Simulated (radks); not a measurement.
Spherical quantum dot in the effective-mass picture: electrons in a well V = -V0 / (1 + exp((r - R)/a)) with V0 = 9.42, R = 3.7, a = 0.16, with a point charge +2 (a donor) at the centre, all in effective atomic units (hartree* = m*/eps^2 hartree, bohr* = eps/m* bohr), one dielectric constant everywhere. Calculated with a radial shooting solver with Libxc functionals: non-relativistic Kohn-Sham, exchange-only LDA, spin-polarised, spherical densities. Levels are named by radial order and angular momentum (1s, 1p, 1d, 2s, ...), and open shells are averaged over m.

N = 18, configuration 1s2 1p6 1d(up 5, down 3) 2s2. This is the lowest configuration that the search found. Occupied and some empty levels:

| level | occupation | eigenvalue (hartree*) | <r> (bohr*) |
|---|---|---|---|
| 1s up | 1 | -3.7203 | 1.859 |
| 1s down | 1 | -3.6969 | 1.804 |
| 1p up | 3 | -3.3976 | 2.553 |
| 1p down | 3 | -3.3612 | 2.549 |
| 2s up | 1 | -3.1850 | 1.648 |
| 2s down | 1 | -3.1674 | 1.696 |
| 1d up | 5 | -3.0529 | 2.685 |
| 1d down | 3 | -3.0153 | 2.685 |
| 1f up | 0 | -2.6025 | 2.783 |
| 1f down | 0 | -2.5645 | 2.784 |
| 1g up | 0 | -2.0538 | 2.865 |
| 1g down | 0 | -2.0159 | 2.866 |
| 2p up | 0 | -1.9692 | 1.971 |
| 2p down | 0 | -1.9482 | 1.968 |

Energy (hartree*): total -115.731, kinetic 16.213, external -185.01, Hartree 59.528, exchange-correlation -6.4627.

Electron density:

| r (bohr*) | n(r) (e/bohr*^3) |
|---|---|
| 0.230 | 1.584 |
| 0.487 | 0.6178 |
| 0.744 | 0.2612 |
| 1.00 | 0.1262 |
| 1.26 | 0.07992 |
| 1.51 | 0.07358 |
| 1.77 | 0.08701 |
| 2.03 | 0.1089 |
| 2.28 | 0.1293 |
| 2.54 | 0.1372 |
| 2.80 | 0.1236 |
| 3.05 | 0.08831 |
| 3.31 | 0.04494 |
| 3.56 | 0.01436 |
| 3.82 | 0.002773 |
| 4.08 | 0.0004005 |
| 4.33 | 0.00005451 |
| 4.59 | 7.432e-06 |
| 4.85 | 1.047e-06 |
| 5.11 | 1.512e-07 |
